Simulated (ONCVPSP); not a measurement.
**Reading a pseudo-wave (fluorine)**

Columns: radius, all-electron u(r) and pseudo u(r) of the 2p shell (level -11.30 eV) of fluorine in the configuration [He] 2s2 2p5; LDA (Perdew-Wang 92), scalar-relativistic, ONCV scheme, ONCVPSP 4.0.1.

```
r (bohr)  all-electron  pseudo
   0.050        0.0430  0.0203
   0.100        0.1392  0.0789
   0.150        0.2561  0.1693
   0.200        0.3755  0.2818
   0.250        0.4875  0.4054
   0.300        0.5868  0.5287
   0.350        0.6717  0.6422
   0.400        0.7414  0.7384
   0.450        0.7969  0.8142
   0.500        0.8390  0.8682
   0.550        0.8694  0.9023
   0.600        0.8895  0.9200
   0.650        0.9006  0.9248
   0.700        0.9042  0.9209
   0.750        0.9017  0.9114
   0.800        0.8940  0.8986
   0.850        0.8821  0.8837
   0.900        0.8669  0.8672
   0.950        0.8491  0.8491
   1.000        0.8293  0.8292
   1.050        0.8080  0.8079
   1.100        0.7855  0.7855
   1.150        0.7623  0.7623
   1.200        0.7387  0.7387
   1.250        0.7148  0.7148
   1.300        0.6909  0.6909
```

(1) How many radial nodes do the two functions have?

(2) At about which radius was the pseudo-wave matched?

(3) Is the pseudo-wave norm-conserving?

Results:

(1) The all-electron 2p function has n − l − 1 = 0; the pseudo-wave has 0.

(2) 1.00 bohr. The columns agree to 0.0005 from 0.90 bohr on; several derivatives are matched, so the curves merge somewhat inside the radius.

(3) Yes: the ONCV scheme keeps the norm inside the radius equal to the all-electron one, which fixes the energy derivative of the logarithmic derivative at the level.
